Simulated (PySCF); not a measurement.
NICS in isomers of C11H10.

Probes without a nucleus sit at each ring's centroid and 1 Å off its mean plane on both sides; NICS is minus the shielding there, NICSzz its component along the normal. Level: GIAO PBE0/pcSseg-1 (PySCF, non-relativistic, gas phase) on the PBE0-D3(BJ)/def2-SVP geometries, one conformer each. Atom numbers follow the mapped SMILES.

Question: Order these rings by mean NICS(1)zz, lowest (most negative) first (ppm).
A. ring C5–C6–C7–C8–C9–C10 in `[CH3:1][c:2]1[cH:3][cH:4][c:5]2[cH:6][cH:7][cH:8][cH:9][c:10]2[cH:11]1`
B. ring C5–C6–C7–C8–C10–C11 in `[CH2:1]=[C:2]1[CH:3]=[CH:4][c:5]2[cH:6][cH:7][c:8]([CH3:9])[cH:10][c:11]21`
C. ring C6–C7–C8–C9–C10–C11 in `[CH:1]1=[CH:2][C@H:3]2[CH2:4][C@@H:5]1[c:6]1[cH:7][cH:8][cH:9][cH:10][c:11]12`

Answer: A (-29.0), C (-26.0), B (-23.8).

```tsv
SMILES	ring	NICS(0)	NICS(1)	NICS(1)zz	HOMA	rms pucker (Å)	ring atoms with four or more neighbours
Cc1ccc2ccccc2c1	6-membered carbocycle; formal bonds all aromatic	-8.9	-11.7	-29.0	0.81	0.00	0
C1=C[C@H]2C[C@@H]1c1ccccc12	6-membered carbocycle; formal bonds all aromatic	-8.4	-10.8	-26.0	0.96	0.00	0
C=C1C=Cc2ccc(C)cc21	6-membered carbocycle; formal bonds all aromatic	-7.3	-10.1	-23.8	0.95	0.00	0
```

NICS(0) gives the same order. The isotropic NICS(1) gives the same order. HOMA uses Krygowski's 1993 parameters. NICS(1) and NICS(1)zz are means over the two faces.
